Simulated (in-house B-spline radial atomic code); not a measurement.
# Ionising Pt²⁺ with different functionals

Computed with an all-electron radial atomic-structure program (B-spline basis): scalar-relativistic (spin-free X2C) Hamiltonian, Fermi nucleus of rms radius 5.427 fm, spin-polarised at highest spin, spherical fractional occupations for the functionals, and exact exchange of hybrids averaged over the configuration. The ionisation energy is the difference of two self-consistent energies, [Xe] 4f14 5d8 → [Xe] 4f14 5d7, without Breit or QED terms; ε is the level of the shell that loses the electron (its least bound occupied spin orbital). There is no spin-orbit coupling in this Hamiltonian.

| method | rung | ΔSCF (eV) | -ε(5d) (eV) |
| --- | --- | --- | --- |
| PBE0 | global hybrid | 31.00 | 26.74 |
| B3LYP | global hybrid | 31.19 | 26.55 |
| TPSSh | global hybrid | 30.99 | 25.64 |
| M06-2X | global hybrid | ? | ? |
| BHandHLYP | global hybrid | 30.77 | 28.33 |
| r2SCAN0 | global hybrid | 30.94 | 26.73 |
| B97-1 | global hybrid | 31.06 | 26.47 |
| HSE06 | range-separated hybrid | 30.98 | 26.32 |
| wB97X | range-separated hybrid | 30.85 | 29.23 |
| CAM-B3LYP | range-separated hybrid | 31.11 | 28.33 |
| LC-wPBE | range-separated hybrid | ? | ? |

Problem. What does LC-wPBE give?

Solution. ΔSCF 30.89 eV, and -ε(5d) = 29.59 eV.

Problem. What does M06-2X give?

Solution. ΔSCF 31.25 eV, and -ε(5d) = 29.00 eV.

Problem. Among the functionals, which spreads more, the ΔSCF values or the orbital energies?

Solution. The orbital energies: ΔSCF values span about 0.47 eV and the orbital energies 3.94 eV; here energy differences depend much less on the functional than eigenvalues do.

Problem. How do they compare with the NIST value?

Solution. NIST lists 29 eV ± 1.6 (tabulated theory, ground level to ground level). Errors run from +1.77 to +2.25 eV; all lie within about twice that uncertainty, so the table can't rank the methods.
